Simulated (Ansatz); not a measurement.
Cost and result for the atomization energy of CH₆O₂Si₂ (`O=C[SiH2]O[SiH3]`) (11 atoms, 10 bonds).

```
atom   x (Å)   y (Å)   z (Å)
  O1  -1.245  -1.395   0.611
  C2  -0.426  -1.102   1.449
 Si3   0.882   0.247   1.052
  O4   0.594   0.758  -0.458
 Si5  -0.381   0.554  -1.770
  H6  -0.447  -1.621   2.437
  H7   0.743   1.354   2.032
  H8   2.238  -0.350   1.171
  H9   0.110   1.500  -2.804
 H10  -0.281  -0.831  -2.287
 H11  -1.787   0.885  -1.433
```

The species carries charge 0 and has multiplicity 1. All single points use the PBE0-D4/def2-TZVP geometry. It is one conformer, not always the lowest. Program: Ansatz. All runs use 4 threads of an Arm Neoverse V1 on a shared host. Times are those of one run each, without the atoms' runs, and a repeat can differ threefold. Electronic energies, without spin–orbit coupling; frozen cores. CCSD(T)/CBS adds CCSD(T) − MP2 in def2-TZVPP to the MP2 limit, and its time is that of the two runs behind it. T1 = 0.014. B3LYP takes the VWN-RPA correlation (the form of Gaussian; ORCA's B3LYP/G).

CCSD(T)/CBS is a level of theory with its own doubt, some kJ/mol a heavy atom from the limit and from the frozen cores, so smaller differences don't rank the functionals.

```
                             level  functions  wall time
   PBE-D4/def2-TZVPP (with forces)        261      2.8 s
                PBE0-D4/def2-TZVPP        261      3.3 s
 B3LYP-D4/def2-TZVPP (with forces)        261      5.5 s
r2SCAN-D4/def2-TZVPP (with forces)        261        6 s
                 B2PLYP/def2-TZVPP        261        7 s
                ωB97X-V/def2-TZVPP        261        9 s
  ωB97M-V/def2-TZVPP (with forces)        261       14 s
                    MP2/def2-QZVPP        491       29 s
                CCSD(T)/def2-TZVPP        261    3.1 min
                 CCSD(T)/CBS(def2)          –    3.6 min
```

**Question.** What atomization energy does each give, and how far from CCSD(T)/CBS? (Best estimate.)

**Answer.** The calculation gave: 
```
                             level  atomization (kJ/mol)  difference from CCSD(T)/CBS  per bond
   PBE-D4/def2-TZVPP (with forces)                4018.5                         14.4       1.4
                PBE0-D4/def2-TZVPP                3943.4                        -60.7      -6.1
 B3LYP-D4/def2-TZVPP (with forces)                3987.2                        -16.9      -1.7
r2SCAN-D4/def2-TZVPP (with forces)                3992.1                        -12.0      -1.2
                 B2PLYP/def2-TZVPP                3948.3                        -55.8      -5.6
                ωB97X-V/def2-TZVPP                4014.6                         10.5       1.1
  ωB97M-V/def2-TZVPP (with forces)                4002.9                         -1.2      -0.1
                    MP2/def2-QZVPP                4023.7                         19.6       2.0
                CCSD(T)/def2-TZVPP                3888.7                       -115.4     -11.5
                 CCSD(T)/CBS(def2)                4004.1                          0.0       0.0
```

In def2-TZVPP, CCSD(T) changes the Hartree–Fock value by +987.3 kJ/mol (the triples alone add +57.6 kJ/mol) and MP2 by +1052.4 kJ/mol; breaking electron pairs costs correlation energy, which Hartree–Fock lacks. The D4 term adds +39.8 kJ/mol with B3LYP and +21.0 kJ/mol with PBE0; it sums over pairs of atoms, weighted by their polarisabilities, and B3LYP, whose exchange is more repulsive, gets the larger term. From PBE to PBE0 (25 % exact exchange), in def2-TZVPP and without D4, the atomization energy moves by −71.4 kJ/mol: exact exchange takes away binding that semilocal exchange gives to molecules.
